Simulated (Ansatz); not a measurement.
The same path of ClHInO (4 atoms, charge 0, multiplicity 2) was run twice with different band settings. Lost on the way: In2–H4. Made: O1–H4.

Level of theory: UKS PBE0/def2-SVP (Ansatz).

Relaxed end points:

```xyz
4
Properties=species:S:1:pos:R:3
O -1.848 -0.638 0.222
In -0.025 0.153 -0.133
Cl 1.614 -1.080 1.000
H 0.315 1.505 -1.110
```

```xyz
4
Properties=species:S:1:pos:R:3
O -1.093 0.312 -0.395
In 0.895 0.181 -0.038
Cl 1.568 -1.604 1.390
H -1.314 1.050 -0.977
```

Common settings: movable images 5; climbing image yes; spring 5.0 eV/Å²; optimiser quadratic models (default); start path through a guess of the saddle point; iteration limit 60; end points relaxed.

| run | force threshold |
| --- | --- |
| 1 | 0.05 eV/Å |
| 2 | 0.5 eV/Å |

Q: What does each run give, and how far can it be trusted?

A: Run 1: converged after 8 iterations, highest image 0.981 eV above the first end. Neighbouring images differ by up to 2.0 eV, so the band resolves the path poorly. A vibrational analysis at the climbing image gives one clearly imaginary mode, 1151i cm⁻¹: a first-order saddle point.
Run 2: converged after 5 iterations, highest image 0.978 eV above the first end. The threshold of 0.5 eV/Å is loose, so the images may lie well off the minimum-energy path. Neighbouring images differ by up to 2.1 eV, so the band resolves the path poorly. The order of the stationary point at the top wasn't checked.
